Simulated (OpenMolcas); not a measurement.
Ba II: effect of the active space

| Property | Result |
| --- | --- |
| Program | OpenMolcas 26.06 |
| Method | SS-CASPT2, IPEA 0.25 Eh, imaginary shift 0.1 Eh |
| Basis | ANO-RCC-VDZP |
| Scalar Hamiltonian | DKH2, point nucleus |
| Spin-orbit coupling | RASSI with atomic mean-field integrals over the reference wave functions, term energies averaged over their components |

A. 1 electron in 4 orbitals (6s 6p); 2S+1 = 2 even, 1 root; 2S+1 = 2 odd, 3 roots; closed shells correlated: 5s 5p; CASPT2 step roughly 0.6 core-seconds
B. 1 electron in 8 orbitals (6s 6p 7s 7p); 2S+1 = 2 even, 1 root; 2S+1 = 2 odd, 3 roots; closed shells correlated: 5s 5p; CASPT2 step of the order of 1.5 core-seconds
C. 1 electron in 9 orbitals (5d 6s 6p); 2S+1 = 2 even, 6 roots; 2S+1 = 2 odd, 3 roots; closed shells correlated: 5s 5p; CASPT2 step roughly 2.3 core-seconds

Energies in cm-1 above 6s 2S 1/2, the measured ground level; measured values from NIST Handbook of Basic Atomic Spectroscopic Data.

```csv
Level,A,B,C,Measured
6s 2S 1/2,0.0,0.0,0.0,0.0
6p 2P* 1/2,20680,20700,20760,20262
6p 2P* 3/2,21860,21870,21940,21952
```

Deviations, from unrounded energies. A percentage is the sum of absolute deviations over the sum of measured energies, with the sign that they share, or ± where signs differ.

```csv
Against measurement,Levels,A,B,C
mean absolute deviation (cm-1),2,260,260,260
other configurations (%),2,±1.2,±1.2,±1.2
```

A, B, C lie about equally close to measurement. The largest miss of A in the table is 6p 2P* 1/2, by +420 cm-1. The ranking rests on the paired levels alone, and a cruder setting can come out closer through cancelling errors.

Among A to C the level of the table that moves most is 6p 2P* 1/2, by 80 cm-1 (lowest in A, highest in C). Moves below CASPT2's spread within the term are not significant.

ANO sets are built for ground and valence states and can reach diffuse excited orbitals poorly. With one active electron, CASPT2 adds the correlation within the correlated inactive shells and between them and that electron, and leaves the splitting within a term as the reference gives it. With one active electron outside closed inactive shells, the extra shells (7p 7s) add no correlation to the reference (holds for B). Computed and measured levels are paired by configuration, term and J; levels that our copy of the source lacks, or whose pairing is in doubt (as where it misses far off the trend of its configuration), stay unpaired and out of the deviations. Only configurations of the active space appear. Levels that lie high or do not pair safely by name in every column are left out.

* marks odd parity.
